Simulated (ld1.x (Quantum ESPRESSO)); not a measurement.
**What one change does to a pseudopotential (bromine, RRKJ)**

* Element: bromine
* Generator: ld1.x (Quantum ESPRESSO) 7.5
* Type: norm-conserving RRKJ (Kleinman–Bylander form)
* Functional: LDA (PZ)
* Relativity: scalar-relativistic
* Frozen core: [Ar]
* Valence charge: 17
* Reference configuration: 3d10 4s1.75 4p5.25
* Partial waves: 4p (bound): rc 1.80 bohr; 3d (bound): rc 0.80 bohr; 4s (bound): rc 1.00 bohr
* Local potential: the s channel
* Core correction: none

Change: all radii scaled by about 0.94 (s 0.94, p 1.70, d 0.76 bohr).

Cutoffs: the cutoffs (Ry, on a coarse ladder) from which the occupation-weighted sum of valence levels, in a spherical-Bessel basis at the reference potential, stays within 10 and 1 mRy of its value at 400 Ry; they do not see the model core or the augmentation charge, which bear on the density cutoff. Errors are all-electron minus pseudo energies relative to the spin-unpolarised reference configuration.

Task: What does the change do?

Result: Both files keep a bound ghost (p); of the 9 tests that both files solve, the error grows in 1 and shrinks in 3 by more than 15 % and 0.3 meV (median size 7.4 → 7.5 meV).

| quantity | base | changed |
| --- | --- | --- |
| cutoff, loose | over 300 Ry | over 300 Ry |
| cutoff, tight | over 300 Ry | over 300 Ry |
| loose cutoff by channel (10 mRy a level) | p 10 Ry, d 260 Ry, s 90 Ry | p 30 Ry, d 300 Ry, s 230 Ry |
| bound ghosts | p | p |
| error for 3d10 4s2 4p5, meV [ΔE -3.09 eV] | -1.0 | -1.0 |
| error for 3d10 4s2 4p4, meV [ΔE 9.62 eV] | -8.1 | -7.5 |
| error for 3d10 4s2 4p3, meV [ΔE 32.57 eV] | -21 | -13 |
| error for 3d10 4s2 4p2, meV [ΔE 66.79 eV] | -13 | +8.6 |
| error for 3d9 4s2 4p5, meV [ΔE 75.65 eV] | -316 | +725 |
| error for 3d10 4s2 4p4.5, meV [ΔE 2.06 eV] | -3.1 | -3.5 |
| error for 3d10 4s2 4p5.3, meV [ΔE -5.09 eV] | -1.0 | -0.4 |
| error for 3d10 4s1.75 4p5.25 (spin-polarised), meV [ΔE -0.16 eV] | +7.4 | +8.1 |
| error for 3d10 4s2 4p5 (spin-polarised), meV [ΔE -3.24 eV] | +5.4 | +5.8 |

 A true bound ghost makes a file unfit for plane-wave use even where its test errors are small: the radial tests pick states by their node count and pass the ghost by.
